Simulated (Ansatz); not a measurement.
The same ligand exchange along the group B, Al, Ga, In.

Isolated molecules relaxed with PBE0-D4/def2-TZVP in Ansatz; ΔE leaves out vibrations. CBS: MP2 limit from def2 TZ/QZ plus the TZ coupled-cluster correction, frozen cores. This one scheme is used for every species. Functionals use def2-TZVPP. Elements past krypton have def2 core potentials. For Br, Ga, In outer-core shells are correlated without core-valence functions, which leaves a few kJ/mol of doubt a bond. Scalar relativity is left out up to krypton. One conformer a species, not always the lowest.

```json
{"reaction": "`CSB(F)F` + HBr → `FB(F)Br` + CH₃SH", "CCSD(T)/CBS(def2) (kJ/mol)": "1"}
{"reaction": "`C[S][Al]([F])[F]` + HBr → `[F][Al]([F])[Br]` + CH₃SH", "CCSD(T)/CBS(def2) (kJ/mol)": "?"}
{"reaction": "`C[S][Ga]([F])[F]` + HBr → `[F][Ga]([F])[Br]` + CH₃SH", "CCSD(T)/CBS(def2) (kJ/mol)": "-26"}
{"reaction": "`C[S][In]([F])[F]` + HBr → `[F][In]([F])[Br]` + CH₃SH", "CCSD(T)/CBS(def2) (kJ/mol)": "-35"}
```

**Question.** Fill in the missing values. (An estimate is asked.)

**Answer.** Computed: `C[S][Al]([F])[F]` + HBr → `[F][Al]([F])[Br]` + CH₃SH: -49.2 kJ/mol.

Largest T1 diagnostic: 0.016, for `C[S][In]([F])[F]`.
